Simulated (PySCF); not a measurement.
# Multinuclear NMR of C₂H₈FPSi₂

Bonds (- single, = double, # triple, : aromatic): F1-C2 1.363 Å, C2=C3 1.327 Å, C3-Si4 1.886 Å, C2-Si5 1.898 Å, Si5-P6 2.239 Å. C3 carries H7; Si4 carries H8, H9, H10; Si5 carries H11, H12; P6 carries H13, H14. Stereochemistry as in F/C(=C\[SiH3])[SiH2]P.

- structure optimised with GFN2-xTB
- NMR shieldings at PBE0/pcSseg-1/GIAO
- code: PySCF
- no relativistic terms, single conformer, isolated molecule, averaged over atoms made equivalent by symmetry, fast rotation or ring inversion

Question: What are the 19F shifts?

Answer: 
| atoms | environment | σ (ppm) | δ (ppm) |
| --- | --- | --- | --- |
| F1 | vinylic fluorine | 230.1 | -61.6 |

Shieldings were converted by a linear fit to measured shifts: 19F (scatter 6.0 ppm rms, 7.0 ppm with the 5 outliers that the fit left out vs CFCl3, solution or neat liquid, with a term for F on sp3 carbon). Occasional misses reach two or three times the rms, and more in compound classes unlike the fitted ones.

On a 300 MHz spectrometer 19F resonates near 282.3 MHz, so 1 ppm is 282.3 Hz.

Question: What are the 31P shifts?

Answer: 
| atoms | environment | σ (ppm) | δ (ppm) |
| --- | --- | --- | --- |
| P6 | phosphorus bonded to Si, 2 H | 628.3 | -250.4 |

Shieldings were converted by a linear fit to measured shifts: 31P (scatter 18.1 ppm rms vs H3PO4, solution or neat liquid). A few per cent of atoms miss by over 2 rms, more outside the fitted compound classes.

On a 600 MHz spectrometer 31P resonates near 242.9 MHz, so 1 ppm is 242.9 Hz.

Question: Predict the 29Si NMR data.

Answer: 
```json
{"atoms": "Si5", "environment": "silicon bonded to C, P, 2 H", "σ (ppm)": "408.1", "δ (ppm)": "-55.5"}
{"atoms": "Si4", "environment": "silicon bonded to C, 3 H", "σ (ppm)": "440.9", "δ (ppm)": "-82.5"}
```

Shieldings were converted by a linear fit to measured shifts: 29Si (scatter 8.9 ppm rms, 25.8 ppm with the 6 outliers that the fit left out vs TMS, solution or neat liquid). A few per cent of atoms miss by over 2 rms, more outside the fitted compound classes.

On a 300 MHz spectrometer 29Si resonates near 59.6 MHz, so 1 ppm is 59.6 Hz.
